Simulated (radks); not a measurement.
Results of a calculation; reference values are marked as such.
Problem. Species: neutral cerium. Configuration: [Xe] 4f1 5d1 6s2. Level of theory: Dirac Kohn-Sham, PBE, spin-unpolarised, spherical densities, finite nucleus; open shells fill j = l - 1/2 first; Fermi nuclear charge, rms radius 4.8771 fm (a radial shooting solver on a logarithmic mesh with Libxc functionals).

Spin-orbit splittings of the eigenvalues, e(l+1/2) - e(l-1/2), with zeta = 2 splitting/(2l+1) and mean radii in bohr:

shell  occ.  splitting (eV)  zeta (eV)  <r> j=l-1/2  <r> j=l+1/2
2p        6           446.6      297.7      0.08795      0.09415
3p        6           87.76      58.51       0.2681       0.2802
3d       10           18.85      7.538       0.2513       0.2552
4p        6               ?          ?       0.6561       0.6833
4d       10           3.302      1.321       0.7388       0.7485
4f        1          0.3312    0.09464        1.100        1.113
5p        6           2.742      1.828        1.705        1.787
5d        1          0.2007    0.08028        2.919        2.992

Estimate the 4p splitting.

Solution. 18.85 eV (zeta = 12.56 eV).
